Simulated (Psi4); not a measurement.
thiourea (CH$_{4}$N$_{2}$S), singlet, at a GFN2-xTB geometry; MN15/6-31G (Psi4 1.11).

Input for Psi4:
```
memory 2 GB

molecule {
0 1
N 
C  1 1.353509
N  2 1.353509 1 117.124805
S  2 1.646501 3 121.437597 1 180.000000
H  1 1.006775 2 120.912845 3 -14.072491
H  1 1.005648 5 117.815171 2 155.279011
H  3 1.006775 2 120.912844 1 -14.072491
H  3 1.005648 7 117.815171 2 155.279012
}

set {
  basis 6-31g
}

energy('mn15')
print_variables()
```

It wrote (shortened):

```
   => Loading Basis Set <=

    Name: 6-31G
    Role: ORBITAL
    Keyword: BASIS

         ---------------------------------------------------------
                                   SCF
               by Justin Turney, Rob Parrish, Andy Simmonett
                          and Daniel G. A. Smith
                              RKS Reference
         ---------------------------------------------------------

  ==> Geometry <==

    Molecular point group: c1
    Full point group: C1

    Geometry (in Angstrom), charge = 0, multiplicity = 1:

       Center              X                  Y                   Z               Mass
    ------------   -----------------  -----------------  -----------------  -----------------
         N           -0.000000000138    -0.326478045624    -1.553086232088    14.003074004430
         C           -0.000000000138    -0.326478045624    -0.199577232088    12.000000000000
         N           -0.000000000138    -1.531122038569     0.417528482796    14.003074004430
         S           -0.000000000138     1.078330968972     0.659187680745    31.972071174400
         H            0.210023236738    -1.164317923987    -2.070300383886     1.007825032230
         H            0.161991457361     0.557090726830    -2.005184553192     1.007825032230
         H           -0.210023239208    -2.373447198851    -0.092348427870     1.007825032230
         H           -0.161991445066    -1.530650831144     1.410043696603     1.007825032230

  Running in c1 symmetry.

  Rotational constants: A =      0.34921  B =      0.17661  C =      0.11748 [cm^-1]
  Rotational constants: A =  10469.07484  B =   5294.71861  C =   3521.95024 [MHz]
  Nuclear repulsion =  158.641501260408347

  Charge       = 0
  Multiplicity = 1
  Electrons    = 40
  Nalpha       = 20
  Nbeta        = 20

  ==> Algorithm <==

  SCF Algorithm Type is DF.
  DIIS enabled.
  MOM disabled.
  Fractional occupation disabled.
  Guess Type is SAD.
  Energy threshold   = 1.00e-06
  Density threshold  = 1.00e-06
  Integral threshold = 1.00e-12

  ==> Primary Basis <==

  Basis Set: 6-31G
    Blend: 6-31G
    Number of shells: 30
    Number of basis functions: 48
    Number of Cartesian functions: 48
    Spherical Harmonics?: false
    Max angular momentum: 1

  ==> DFT Potential <==

   => LibXC <=

    Version 7.1.2
    S. Lehtola, C. Steigemann, M. J. T. Oliveira, and M. A. L. Marques,  SoftwareX 7, 1–5 (2018) (10.1016/j.softx.2017.11.002)

   => Composite Functional: MN15 <=

[...]
   @DF-RKS iter   3:  -547.81323643424832   -1.83017e-01   1.48119e-03 ADIIS/DIIS
   @DF-RKS iter   4:  -547.81609348967731   -2.85706e-03   2.98155e-04 ADIIS/DIIS
   @DF-RKS iter   5:  -547.81618403770688   -9.05480e-05   1.63668e-04 ADIIS/DIIS
   @DF-RKS iter   6:  -547.81622008932800   -3.60516e-05   2.48940e-05 DIIS
   @DF-RKS iter   7:  -547.81622098657738   -8.97249e-07   1.20986e-06 DIIS
   @DF-RKS iter   8:  -547.81622099229457   -5.71720e-09   3.38782e-07 DIIS
  Energy and wave function converged.

  ==> Post-Iterations <==

   Electrons on quadrature grid:
      Ntotal   =   39.9999953914 ; deviation = -4.609e-06

    Orbital Energies [Eh]
    ---------------------

    Doubly Occupied:

[...]
    Virtual:

[...]
      48A      1.484786

    Final Occupation by Irrep:
              A
    DOCC [    20 ]
    NA   [    20 ]
    NB   [    20 ]

  @DF-RKS Final Energy:  -547.81622099229457

   => Energetics <=

    Nuclear Repulsion Energy =            158.6415012604083472
    One-Electron Energy =               -1067.6344273615400198
    Two-Electron Energy =                 387.6079593690171237
    DFT Exchange-Correlation Energy =     -26.4312542601801610
    Empirical Dispersion Energy =           0.0000000000000000
    VV10 Nonlocal Energy =                  0.0000000000000000
    Total Energy =                       -547.8162209922945749

Computation Completed

Properties will be evaluated at   0.000000,   0.000000,   0.000000 [a0]

Properties computed using the SCF density matrix

 Multipole Moments:

 ------------------------------------------------------------------------------------
     Multipole            Electronic (a.u.)      Nuclear  (a.u.)        Total (a.u.)
 ------------------------------------------------------------------------------------

 L = 1.  Multiply by 2.5417464519 to convert [e a0] to [Debye]
 Dipole X            :         -0.0000000            0.0000000            0.0000000
 Dipole Y            :          2.2807133           -4.1953783           -1.9146650
 Dipole Z            :          1.3942084           -2.5646502           -1.1704417
 Magnitude           :                                                    2.2440757

 ------------------------------------------------------------------------------------

  Variable Map:
  ----------------------------------------------------------------------------
[...]
  Array Variable Map:
  ----------------------------------------------------------------------------
[...]
[...]
```
